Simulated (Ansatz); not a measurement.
Frontier orbitals of `[CH3][Ta]([OH])([OH])=[S]`.

Total charge 0; spin multiplicity 1. Correlated methods include outer-core shells of Ta, which these sets cover unevenly. Ta takes the def2 core potential. The geometry is a stationary point of PBE0-D4/def2-TZVP. It is one conformer, not always the lowest. Basis def2-TZVPP, Ansatz 0.2.0.

```
             functional  HOMO (eV)  LUMO (eV)  gap (eV)
                    PBE      -6.28      -2.02      4.26
                   PBE0      -7.43      -1.16      6.27
                  B3LYP      -7.18      -1.37      5.81
                r2SCANh      -6.97      -1.54      5.43
HSE06 (plane-wave form)      -7.03      -1.54      5.49
                  BHLYP      -8.39      -0.14      8.25
              CAM-B3LYP      -8.68      -0.03      8.65
                LC-ωPBE     -10.02       1.09     11.11
                ωB97M-V      -9.55       0.93     10.48
                     HF      -9.87       2.06     11.93
```

Against PBE, PBE0 changes HOMO and LUMO by −1.15 and +0.86 eV, ωB97M-V by −3.26 and +2.95 eV. A gap of 4.27 eV thus becomes 10.48 eV for the same molecule, so an orbital gap means little without its functional. A positive LUMO is unbound and depends on the basis.

B3LYP here is the variant with VWN-RPA as its local correlation; programs differ in this. LC-ωPBE has ω = 0.4 bohr⁻¹.
